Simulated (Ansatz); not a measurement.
CH2BFOS, SMILES `OB1SC1F`, relaxed with RKS PBE-D4/def2-SVP in the Gaussian-basis code of Ansatz from a rough embedded geometry. The force threshold is 0.03 eV/Å; the program also tests the step.

Charge 0, multiplicity 1.

Start:

```xyz
7

O    -0.329   -1.509    1.169
B    -0.072   -0.263    0.562
S    -0.252    1.691    0.558
C     0.455    0.695   -0.626
F    -0.201    0.532   -1.766
H    -1.179   -1.878    0.761
H     1.579    0.734   -0.659
```

| step | energy (eV) | largest force (eV/Å) | largest move (Å) |
| --- | --- | --- | --- |
| 1 | -17324.8747 | 4.892 | 0.000 |
| 2 | -17325.6382 | 1.740 | 0.122 |
| 3 | -17325.9397 | 2.178 | 0.183 |
| 4 | -17326.1913 | 0.519 | 0.200 |
| 5 | -17326.2557 | 0.563 | 0.117 |
| 6 (rejected) | -17326.2475 | 1.539 | 0.143 |
| 7 | -17326.2958 | 0.210 | 0.070 |
| 8 | -17326.2997 | 0.117 | 0.079 |
| 9 (rejected) | -17326.2948 | 0.327 | 0.036 |
| 10 | -17326.3017 | 0.028 | 0.018 |

End:

```xyz
7

O    -0.768   -1.215    1.190
B    -0.255   -0.127    0.578
S    -0.144    1.627    0.798
C     0.454    0.510   -0.636
F    -0.207    0.656   -1.826
H    -0.626   -2.041    0.692
H     1.546    0.590   -0.794
```

Run time 18 s (2 threads of an Arm Neoverse V1 on a shared host); peak host memory 0.17 GiB.
